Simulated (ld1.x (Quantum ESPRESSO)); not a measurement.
## PBE TM dataset for Si (Z = 14), non-relativistic all-electron reference.

ld1.x (Quantum ESPRESSO) 7.5 was run on this input:

```
&input
   title='Si', zed=14., rel=0, dft='PBE', iswitch=3,
   config='[Ne] 3s1 3p3',
   nld=2, rlderiv=2.05, eminld=-3.0, emaxld=5.0, deld=0.02
 /
 &inputp
   pseudotype=2, tm=.true., lloc=1,
   nlcc=.false.,
   file_pseudopw='Si.UPF', file_wfcaegen='ae.wfc', file_wfcncgen='nc.wfc', file_beta='beta', file_chi='chi'
 /
2
3S  1  0   1.00   0.00  1.75  1.75  0.0
3P  2  1   3.00   0.00  1.90  1.90  0.0
 &test
   configts(1)='3s1 3p3'
 /
```

Command:

```bash
ld1.x < Si.in > Si.out
```

The program printed (shortened: banner, matrices, multipoles, cross overlaps and the repeated all-electron block are left out):

```
Program LD1 v.7.5
     --------------------------- All-electron run ----------------------------

     Si

     atomic number is 14.00
     dft =PBE   lsd =0 sic =0 latt =0  beta=0.20 tr2=1.0E-14
     Exchange-correlation= PBE
                           (   1   4   3   4   0   0   0)
     mesh =1141 r(mesh) = 100.57892 a.u. xmin = -7.00 dx = 0.01250
     1 Ry =  13.60569312 eV

     n l     nl                  e(Ry)          e(Ha)          e(eV)
     1 0     1S 1( 2.00)      -131.0389       -65.5194     -1782.8748
     2 0     2S 1( 2.00)       -10.3249        -5.1625      -140.4780
     2 1     2P 1( 6.00)        -7.1452        -3.5726       -97.2151
     3 0     3S 1( 1.00)        -0.8458        -0.4229       -11.5078
     3 1     3P 1( 3.00)        -0.3434        -0.1717        -4.6724

     final scf error:  3.9E-15 reached in  24 iterations

     Etot =    -577.910164 Ry,    -288.955082 Ha,   -7862.868347 eV

     Ekin =     577.048291 Ry,     288.524145 Ha,    7851.141959 eV
     Encl =   -1376.247689 Ry,    -688.123844 Ha,  -18724.803714 eV
     Eh   =     262.384832 Ry,     131.192416 Ha,    3569.927504 eV
     Exc  =     -41.095598 Ry,     -20.547799 Ha,    -559.134095 eV

     normalization and overlap integrals

     s(1S/1S) =  1.000000  <r> =   0.1116  <r2> =    0.0168  r(max) =   0.0732
     s(2S/2S) =  1.000000  <r> =   0.5696  <r2> =    0.3877  r(max) =   0.4543
     s(2P/2P) =  1.000000  <r> =   0.5377  <r2> =    0.3647  r(max) =   0.3861
     s(3S/3S) =  1.000000  <r> =   2.1406  <r2> =    5.3298  r(max) =   1.7744
     s(3P/3P) =  1.000000  <r> =   2.7077  <r2> =    8.7845  r(max) =   2.1137

     ------------------------ End of All-electron run ------------------------

     --------------------- Generating NC pseudopotential ---------------------

      Generating local pot.: lloc=1, matching radius rcloc =   1.9000

      Wfc   3S  rcut= 1.752  Using Troullier-Martins method

     ------------------- End of pseudopotential generation -------------------

     Computing logarithmic derivative in   2.04871
     Computing logarithmic derivative in   2.04871
     Computing the partial wave expansion
     R is outside the sphere for l=    0 j= 0.00
       no projector for channel:   1

     ---------------------- Testing the pseudopotential ----------------------

     Si

     atomic number is 14.00   valence charge is  4.00
     dft =PBE   lsd =0 sic =0 latt =0  beta=0.20 tr2=1.0E-14
     mesh =1141 r(mesh) = 100.57892 xmin = -7.00 dx = 0.01250

     n l     nl             e AE (Ry)        e PS (Ry)    De AE-PS (Ry)
     1 0     3S   1( 1.00)       -0.84581       -0.84581        0.00000
     2 1     3P   1( 3.00)       -0.34342       -0.34342       -0.00000

     eps = 1.7E-16  iter = 11

     Etot =    -577.910164 Ry,    -288.955082 Ha,   -7862.868347 eV
     Etotps =    -6.979312 Ry,      -3.489656 Ha,     -94.958384 eV

     Ekin =       2.950464 Ry,       1.475232 Ha,      40.143104 eV
     Encl =     -13.829228 Ry,      -6.914614 Ha,    -188.156238 eV
     Ehrt =       5.657809 Ry,       2.828904 Ha,      76.978411 eV
     Ecxc =      -1.903873 Ry,      -0.951937 Ha,     -25.903515 eV
     Epseu=       0.145516 Ry,       0.072758 Ha,       1.979853 eV

     ---------------------- End of pseudopotential test ----------------------
```

Generation and configuration tests took about 0.79 s on one core of a shared server CPU.

Transferability test of the new file with ld1.x, input:

```
&input
   title='Si', zed=14., rel=0, dft='PBE', iswitch=2,
   config='[Ne] 3s1 3p3'
 /
 &test
   file_pseudo='Si.UPF', nconf=8,
   configts(1)='3s1 3p3',
   configts(2)='3s2 3p2',
   configts(3)='3s2 3p1',
   configts(4)='3s2 3p0',
   configts(5)='3s2 3p1.5',
   configts(6)='3s1 3p2',
   configts(7)='3s1 3p0',
   configts(8)='3s2 3p2.3'
 /
```

```bash
ld1.x < Si.test.in > Si.test.out
```

Pseudopotential blocks of its output, shortened (energy terms left out):

```
     ---------------------- Testing the pseudopotential ----------------------

     n l     nl             e AE (Ry)        e PS (Ry)    De AE-PS (Ry)
     1 0     3S   1( 1.00)       -0.84581       -0.84581        0.00000
     2 1     3P   1( 3.00)       -0.34342       -0.34342       -0.00000

     eps = 1.6E-16  iter = 11

     Etot =    -577.910164 Ry,    -288.955082 Ha,   -7862.868349 eV
     Etotps =    -6.979312 Ry,      -3.489656 Ha,     -94.958384 eV

     ---------------------- End of pseudopotential test ----------------------

          ---------------------- Testing the pseudopotential ----------------------

     n l     nl             e AE (Ry)        e PS (Ry)    De AE-PS (Ry)
     1 0     3S   1( 2.00)       -0.79146       -0.79193        0.00047
     2 1     3P   1( 2.00)       -0.30064       -0.30074        0.00011

     eps = 3.8E-15  iter = 13

     Etot =    -578.406931 Ry,    -289.203465 Ha,   -7869.627198 eV
     Etotps =    -7.476254 Ry,      -3.738127 Ha,    -101.719616 eV
     dEtot_ae =      -0.496766 Ry
     dEtot_ps =      -0.496941 Ry,   Delta E=       0.000175 Ry

     ---------------------- End of pseudopotential test ----------------------

          ---------------------- Testing the pseudopotential ----------------------

     n l     nl             e AE (Ry)        e PS (Ry)    De AE-PS (Ry)
     1 0     3S   1( 2.00)       -1.39536       -1.39599        0.00063
     2 1     3P   1( 1.00)       -0.85753       -0.85792        0.00038

     eps = 2.0E-15  iter = 14

     Etot =    -577.837248 Ry,    -288.918624 Ha,   -7861.876270 eV
     Etotps =    -6.906328 Ry,      -3.453164 Ha,     -93.965376 eV
     dEtot_ae =       0.072916 Ry
     dEtot_ps =       0.072985 Ry,   Delta E=      -0.000068 Ry

     ---------------------- End of pseudopotential test ----------------------

          ---------------------- Testing the pseudopotential ----------------------

     n l     nl             e AE (Ry)        e PS (Ry)    De AE-PS (Ry)
     1 0     3S   1( 2.00)       -2.09304       -2.09312        0.00008
     2 1     3P   1( 0.00)       -1.50788       -1.50813        0.00025

     eps = 7.1E-16  iter = 12

     Etot =    -576.660892 Ry,    -288.330446 Ha,   -7845.871128 eV
     Etotps =    -5.729566 Ry,      -2.864783 Ha,     -77.954720 eV
     dEtot_ae =       1.249273 Ry
     dEtot_ps =       1.249746 Ry,   Delta E=      -0.000474 Ry

     ---------------------- End of pseudopotential test ----------------------

          ---------------------- Testing the pseudopotential ----------------------

     n l     nl             e AE (Ry)        e PS (Ry)    De AE-PS (Ry)
     1 0     3S   1( 2.00)       -1.07906       -1.07963        0.00057
     2 1     3P   1( 1.50)       -0.56500       -0.56525        0.00024

     eps = 8.5E-15  iter = 11

     Etot =    -578.191828 Ry,    -289.095914 Ha,   -7866.700578 eV
     Etotps =    -7.261066 Ry,      -3.630533 Ha,     -98.791831 eV
     dEtot_ae =      -0.281664 Ry
     dEtot_ps =      -0.281753 Ry,   Delta E=       0.000089 Ry

     ---------------------- End of pseudopotential test ----------------------

          ---------------------- Testing the pseudopotential ----------------------

     n l     nl             e AE (Ry)        e PS (Ry)    De AE-PS (Ry)
     1 0     3S   1( 1.00)       -1.44842       -1.44797       -0.00045
     2 1     3P   1( 2.00)       -0.90330       -0.90325       -0.00005

     eps = 7.3E-15  iter = 12

     Etot =    -577.295692 Ry,    -288.647846 Ha,   -7854.508020 eV
     Etotps =    -6.364849 Ry,      -3.182424 Ha,     -86.598176 eV
     dEtot_ae =       0.614473 Ry
     dEtot_ps =       0.614464 Ry,   Delta E=       0.000009 Ry

     ---------------------- End of pseudopotential test ----------------------

          ---------------------- Testing the pseudopotential ----------------------

     n l     nl             e AE (Ry)        e PS (Ry)    De AE-PS (Ry)
     1 0     3S   1( 1.00)       -2.89618       -2.88381       -0.01237  !
     2 1     3P   1( 0.00)       -2.26275       -2.25452       -0.00823  !

     eps = 8.8E-15  iter =  9

     Etot =    -574.169162 Ry,    -287.084581 Ha,   -7811.969424 eV
     Etotps =    -3.241788 Ry,      -1.620894 Ha,     -44.106773 eV
     dEtot_ae =       3.741002 Ry
     dEtot_ps =       3.737524 Ry,   Delta E=       0.003478 Ry

     ---------------------- End of pseudopotential test ----------------------

          ---------------------- Testing the pseudopotential ----------------------

     n l     nl             e AE (Ry)        e PS (Ry)    De AE-PS (Ry)
     1 0     3S   1( 2.00)       -0.63640       -0.63682        0.00041
     2 1     3P   1( 2.30)       -0.15878       -0.15883        0.00004

     eps = 8.8E-15  iter = 13

     Etot =    -578.475486 Ry,    -289.237743 Ha,   -7870.559947 eV
     Etotps =    -7.544830 Ry,      -3.772415 Ha,    -102.652641 eV
     dEtot_ae =      -0.565322 Ry
     dEtot_ps =      -0.565517 Ry,   Delta E=       0.000195 Ry

     ---------------------- End of pseudopotential test ----------------------
```
